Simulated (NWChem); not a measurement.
## Correlation energy of AgF

SMILES: [F][Ag]
```xyz
2

Ag     0.0000     0.0000    -0.3172
F      0.0000     0.0000     1.6566
```
Charge 0, spin multiplicity 1.

Everything below was run with NWChem. Structure: optimised with PBE0/def2-SVP with def2 effective core potentials on Ag, a minimum by its harmonic frequencies.

Basis set: def2-SVP. Each correlation energy counts from its own Hartree-Fock reference.

Effective core potentials replace the inner electrons of Ag; spin-orbit coupling is left out. The correlated methods keep 5 core orbitals frozen. The structure started from a generated list of species. Coupled-cluster values serve here as a point of comparison, not as the truth.

| method | correlation energy (mHa) |
|---|---|
| MP2 | [?] |
| SCS-MP2 | [?] |
| CR-CCSD[T] | -431.9 |
| CR-CCSD(T) | -429.9 |
| CCSD | -422.6 |
| CCSD+T(CCSD) | [?] |
| CCSD(T) | -431.5 |

Fill in the missing entries.


- MP2, correlation energy (mHa): -429.1
- SCS-MP2, correlation energy (mHa): -390.9
- CCSD+T(CCSD), correlation energy (mHa): -434.0
